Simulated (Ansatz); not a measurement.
Reaction (cleavage of the Si–Sn bond): `[CH3][SnH2][SiH2]Cl` + `C=C[NH][GeH3]` → `C=C[N]([GeH3])[SiH2]Cl` + `[CH3][SnH3]`

Calculated with Ansatz (gas phase, PBE0-D4/def2-TZVP geometries, no zero-point term in ΔE). CBS: MP2 limit from def2 TZ/QZ plus the TZ coupled-cluster correction, frozen cores. Functionals use def2-TZVPP. B3LYP here is the variant with VWN-RPA as its local correlation; programs differ in this. Elements past krypton have def2 core potentials. For Ge, Sn outer-core shells are correlated without core-valence functions, which leaves a few kJ/mol of doubt a bond. Scalar relativity is left out up to krypton. One conformer a species, not always the lowest.

`[CH3][SnH2][SiH2]Cl`:

Cartesian coordinates in Å:
```
C -0.979 -1.315 -0.988
Sn 0.693 -0.708 0.205
Si 0.381 1.743 0.901
Cl -0.163 2.824 -0.779
H -0.816 -2.324 -1.368
H -1.888 -1.302 -0.387
H -1.095 -0.629 -1.826
H 2.138 -0.862 -0.697
H 0.819 -1.702 1.594
H -0.707 1.912 1.898
H 1.616 2.363 1.445
```

`C=C[NH][GeH3]`:

```xyz
11

C    -1.716    0.523    1.238
C    -0.664   -0.103    0.708
N    -0.155    0.062   -0.562
Ge    1.567   -0.389   -1.028
H    -2.269    1.280    0.692
H    -2.052    0.273    2.234
H    -0.139   -0.853    1.297
H    -0.618    0.775   -1.107
H     2.605    0.613   -0.480
H     1.612   -0.403   -2.562
H     1.829   -1.778   -0.430
```

`C=C[N]([GeH3])[SiH2]Cl`:

Cartesian coordinates in Å:
```
C -0.271 -2.107 0.623
C 0.005 -0.848 0.961
N -0.049 0.275 0.137
Ge -0.541 0.051 -1.648
Si 0.544 1.780 0.710
Cl 2.552 2.047 0.322
H -0.209 -2.887 1.369
H -0.560 -2.404 -0.378
H 0.296 -0.633 1.988
H 0.439 -0.913 -2.331
H -1.968 -0.510 -1.690
H -0.463 1.454 -2.260
H -0.161 2.876 0.016
H 0.386 1.819 2.181
```

`[CH3][SnH3]`:

Z-matrix (Å, degrees):
```
C
Sn 1 2.140
H 1 1.090 2 110.0
H 1 1.090 2 110.0 3 -120.0
H 1 1.090 2 110.0 3 120.0
H 2 1.709 1 110.1 3 -59.7
H 2 1.709 1 110.1 3 -179.7
H 2 1.709 1 110.1 3 60.3
```

```json
{"level": "PBE0-D4", "ΔE (kJ/mol)": "-36.5", "difference from CCSD(T)/CBS": "12.0"}
{"level": "B3LYP-D4", "ΔE (kJ/mol)": "-45.1", "difference from CCSD(T)/CBS": "3.4"}
{"level": "ωB97X-V", "ΔE (kJ/mol)": "-46.4", "difference from CCSD(T)/CBS": "2.1"}
{"level": "ωB97M-V", "ΔE (kJ/mol)": "-50.0", "difference from CCSD(T)/CBS": "-1.5"}
{"level": "B2PLYP", "ΔE (kJ/mol)": "-45.0", "difference from CCSD(T)/CBS": "3.5"}
{"level": "PBE", "ΔE (kJ/mol)": "-25.7", "difference from CCSD(T)/CBS": "22.8"}
{"level": "r2SCAN", "ΔE (kJ/mol)": "-40.9", "difference from CCSD(T)/CBS": "7.6"}
{"level": "PBE0", "ΔE (kJ/mol)": "-30.9", "difference from CCSD(T)/CBS": "17.6"}
{"level": "HF/def2-TZVPP", "ΔE (kJ/mol)": "-46.2", "difference from CCSD(T)/CBS": "2.3"}
{"level": "SCS-MP2/def2-TZVPP", "ΔE (kJ/mol)": "-56.6", "difference from CCSD(T)/CBS": "-8.1"}
{"level": "HF/def2-QZVPP", "ΔE (kJ/mol)": "-47.0", "difference from CCSD(T)/CBS": "1.5"}
{"level": "MP2/def2-QZVPP", "ΔE (kJ/mol)": "-54.7", "difference from CCSD(T)/CBS": "-6.2"}
{"level": "SCS-MP2/def2-QZVPP", "ΔE (kJ/mol)": "-53.7", "difference from CCSD(T)/CBS": "-5.2"}
{"level": "HF/CBS(def2)", "ΔE (kJ/mol)": "-47.1", "difference from CCSD(T)/CBS": "1.4"}
{"level": "MP2/CBS(def2)", "ΔE (kJ/mol)": "-52.0", "difference from CCSD(T)/CBS": "-3.5"}
{"level": "CCSD/CBS(def2)", "ΔE (kJ/mol)": "-46.7", "difference from CCSD(T)/CBS": "1.8"}
{"level": "CCSD(T)/CBS", "ΔE (kJ/mol)": "-48.5", "difference from CCSD(T)/CBS": "0"}
```

Largest T1 diagnostic among the species: 0.012.

The D4 term adds −10.4 kJ/mol with B3LYP and −5.6 kJ/mol with PBE0; it sums over pairs of atoms, weighted by their polarisabilities, and B3LYP, whose exchange is more repulsive, gets the larger term. In def2-TZVPP, CCSD(T) changes the Hartree–Fock value by −7.8 kJ/mol (the triples alone add −1.8 kJ/mol) and MP2 by −11.4 kJ/mol.
